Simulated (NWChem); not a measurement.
System: GaI$_{2}$Cl; SMILES [Cl][Ga]([I])[I]

Input file for NWChem:

```
start job
memory heap 200 mb stack 900 mb global 1100 mb
geometry units angstroms noautoz
  Ga     0.000000     0.000000     0.597798
  Cl     0.000000     0.000000     2.734458
  I     -2.154921     0.000000    -0.600004
  I      2.154921     0.000000    -0.600004
end
basis spherical
  * library def2-svp
end
ecp
  I library def2-ecp
end
dft
  xc xpbe96 cpbe96
  grid xfine
  iterations 150
  mulliken
end
task dft gradient
```

Excerpt of the output:

```
             Northwest Computational Chemistry Package (NWChem) 7.3.0
             --------------------------------------------------------

 C2V symmetry detected

                             Geometry "geometry" -> ""
                             -------------------------

 Output coordinates in angstroms (scale by  1.889725989 to convert to a.u.)

  No.       Tag          Charge          X              Y              Z
 ---- ---------------- ---------- -------------- -------------- --------------
    1 Ga                  31.0000     0.00000000     0.00000000     0.58859605
    2 Cl                  17.0000     0.00000000     0.00000000     2.72525605
    3 I                   53.0000    -2.15492100     0.00000000    -0.60920595
    4 I                   53.0000     2.15492100     0.00000000    -0.60920595

 Effective nuclear repulsion energy (a.u.)    1420.9029812033

      Symmetry information
      --------------------

 Group name             C2v
 Group number             16
 Group order               4
 No. of unique centers     3

 Summary of "ao basis" -> "ao basis" (spherical)
 ------------------------------------------------------------------------------
       Tag                 Description            Shells   Functions and Types
 ---------------- ------------------------------  ------  ---------------------
 Ga                         def2-svp                12       32   5s4p3d
 Cl                         def2-svp                 8       18   4s3p1d
 I                          def2-svp                10       26   4s4p2d

      Symmetry analysis of basis
      --------------------------

        a1         42
        a2         12
        b1         29
        b2         19

            General Information
            -------------------
          SCF calculation type: DFT
          Wavefunction type:  closed shell.
          No. of atoms     :     4
          No. of electrons :    98
           Alpha electrons :    49
            Beta electrons :    49
          Charge           :     0
          Spin multiplicity:     1
          Use of symmetry is: on ; symmetry adaption is: on
          Maximum number of iterations: 150
          AO basis - number of functions:   102
                     number of shells:    40
          Convergence on energy requested:  1.00D-06
          Convergence on density requested:  1.00D-05
          Convergence on gradient requested:  5.00D-04

              XC Information
              --------------
          PerdewBurkeErnzerhof Exchange Functional  1.000
            Perdew 1991 LDA Correlation Functional  1.000 local
           PerdewBurkeErnz. Correlation Functional  1.000 non-local

             Grid Information
             ----------------
          Grid used for XC integration:  xfine
          Radial quadrature: Mura-Knowles
          Angular quadrature: Lebedev.
          Tag              B.-S. Rad. Rad. Pts. Rad. Cut. Ang. Pts.
          ---              ---------- --------- --------- ---------
          Ga                  1.30      160          10.0      1454
          Cl                  1.00      125          11.0      1454
          I                   1.40      205          12.0      1454
          Grid pruning is: on
          Number of quadrature shells:   490
          Spatial weights used:  Erf1

      Superposition of Atomic Density Guess
      -------------------------------------

 Sum of atomic energies:       -3076.55362001

      Non-variational initial energy
      ------------------------------

 Total energy =   -2976.237051
 1-e energy   =   -5659.674459
 2-e energy   =    2030.194714
 HOMO         =      -0.345522
 LUMO         =      -0.039640

      Symmetry analysis of molecular orbitals - initial
      -------------------------------------------------

  Numbering of irreducible representations:

     1 a1          2 a2          3 b1          4 b2

  Orbital symmetries:

     1 a1          2 a1          3 a1          4 b1          5 a1
     6 b2          7 a1          8 a1          9 b1         10 b2
    11 a1         12 b1         13 a1         14 a1         15 b1
    16 a1         17 b2         18 a2         19 b1         20 a1
    21 b1         22 b2         23 a1         24 b1         25 a1
    26 b2         27 a2         28 b1         29 a1         30 b2
    31 a2         32 b1         33 a1         34 b1         35 a1
    36 b2         37 a2         38 a1         39 a1         40 b1
    41 a1         42 b1         43 a1         44 b2         45 b1
    46 b2         47 a1         48 a2         49 b1         50 a1
    51 b2         52 a1         53 b1         54 a1         55 b1
    56 a1         57 b2         58 a2         59 b1

     ---------------------------------------------
      Total Density - Mulliken Population Analysis
     ---------------------------------------------

    Atom       Charge   Shell Charges
 -----------   ------   -------------------------------------------------------
    1 Ga  31    29.81   2.00  2.00  2.00  0.83  0.11  6.00  5.98  0.51  0.27  8.10  1.83  0.20
    2 Cl  17    17.47   2.00  1.99  1.23  0.72  5.94  2.17  3.41  0.01
    3 I   25    25.36   1.83  0.22  1.23  0.67  2.92  3.13  2.64  2.70  9.82  0.19
    4 I   25    25.36   1.83  0.22  1.23  0.67  2.92  3.13  2.64  2.70  9.82  0.19

[...]

                         DFT ENERGY GRADIENTS

    atom               coordinates                        gradient
                 x          y          z           x          y          z
   1 Ga      0.000000   0.000000   1.112285    0.000000   0.000000   0.000963
   2 Cl      0.000000   0.000000   5.149987    0.000000   0.000000  -0.006171
   3 I      -4.072210   0.000000  -1.151232    0.004795   0.000000   0.002604
   4 I       4.072210   0.000000  -1.151232   -0.004795   0.000000   0.002604
```

Level: PBE/def2-SVP with def2 effective core potentials on I. Coordinates come from a PBE0/def2-SVP optimisation. def2 effective core potentials on I; no spin-orbit coupling.
